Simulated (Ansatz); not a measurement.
Ansatz (a quantum-chemistry and plane-wave program) input for BrF2GeH2N, SMILES [NH2][Ge]([F])([Br])[F], PBE/def2-SVPD. Geometry optimised at B3LYP-D3(BJ)/def2-SVP. This is a generated structure with no PubChem entry under its InChIKey; it may be hypothetical. Other conformers were not sampled.

Ansatz 0.2 input:
```yaml
crystal:
  periodic: [false, false, false]
  atoms:
    - {symbol: N, position_ang: [1.52164035, -1.61375327, -0.00000003]}
    - {symbol: Ge, position_ang: [-0.01885575, -0.67775952, 0.00000000]}
    - {symbol: F, position_ang: [-0.92440277, -1.14866394, 1.39098693]}
    - {symbol: F, position_ang: [-0.92440283, -1.14866394, -1.39098689]}
    - {symbol: Br, position_ang: [0.06873791, 1.61816259, -0.00000000]}
    - {symbol: H, position_ang: [2.09266257, -1.48758117, 0.83422805]}
    - {symbol: H, position_ang: [2.09266253, -1.48758118, -0.83422814]}
basis:
  gaussian:
    orbitals: def2-SVPD
hamiltonian:
  xc: {name: PBE}
```

Log of the run:

```
WARN ansatz: RAYON_NUM_THREADS=1 ignored (pool sized by the plan → 1); use --threads N
Functional definition: PBE
integrals: 0.12 GiB planned
1521 factors; their error is unknown
mean field: 0.66 GiB planned
mean field evaluation 1: about -133467.6346 eV, gradient 7.9e1 eV
mean field evaluation 2: about -133414.9747 eV, gradient 1.7e2 eV
mean field evaluation 4: about -133478.1804 eV, gradient 1.3e1 eV
mean field evaluation 8: about -133478.5628 eV, gradient 2.2e-1 eV
mean field evaluation 16: about -133478.5033 eV, gradient 1.4e-4 eV
mean field -133478.50327125 eV, -4905.2445202393 hartree, gradient 5.4e-6 eV, S^2 0.000000; 0 other end points of the search recorded, 0 dependent functions left out
reference -133478.50332464 eV, -4905.2445222014 hartree; 47, 47 occupied and 114, 114 virtual orbitals, 1521 factors
Total energy: -133478.50332464 eV, -4905.2445222014 hartree
```

The run converged.
